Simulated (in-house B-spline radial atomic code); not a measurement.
The numbers below are computed, except where a source is named.
## Zn in an electron gas of r_s = 1.5: phase shifts, screening and friction

A nucleus sits in a uniform electron gas with a rigid positive background. The Kohn-Sham equations are solved self-consistently in the spin-unpolarised LDA (PW92), non-relativistic, on B-splines with outgoing waves at the boundary and partial waves to l = 8. The model has no lattice, no bands and no magnetic solution. Atomic units; δ_l are the phase shifts at the Fermi level, counted so that each bound state adds π, and good to about 0.0005.

The density parameter is r_s = 1.5 bohr.

```csv
l,δ_l (rad)
0,9.2315
1,6.7261
2,3.2598
3,0.1384
4,0.0335
5,0.0088
6,0.0025
7,0.0007
8,0.0002
```

Bound levels below the band bottom (hartree): s -40.97, p -36.08, s -4.109, p -2.561, s -0.001899 and deeper ones.

Question: Check the Friedel sum rule, and say where the screening charge sits.

Answer: k_F = (9π/4)^(1/3)/r_s = 1.27944. The rule is Z = (2/π) Σ (2l + 1) δ_l. The terms are s 5.877, p 12.846, d 10.376, f 0.617 and 0.283 beyond, in all 29.999 against Z = 30. Bound states hold 8 s, 12 p, 0 d electrons, so the scattering states carry 10.00 in all; where a term is smaller than its bound count, the bound level has drawn weight out of the band.

Question: Find the transport cross section and the electronic stopping of a 1 keV Zn ion (mass 65.38 u).

Answer: σ_tr = (4π/k_F²) Σ (l + 1) sin²(δ_l − δ_(l+1)). The terms for l = 0 to 3 are 0.3530, 0.2036, 0.0012, 0.0439, all together 0.6050, so σ_tr = 7.677 × 0.6050 = 4.644 bohr². With n = 3/(4π r_s³) = 0.07074, the friction coefficient is Q = n k_F σ_tr = 0.4203. For v well below v_F = 1.279, dE/dx = Q v; with 24801 eV per u at v = 1, v = √(1000/(24801 × 65.38)) = 0.0248, so dE/dx = 0.01044 hartree/bohr = 5.37 eV/nm. The largest term couples the s and p waves.
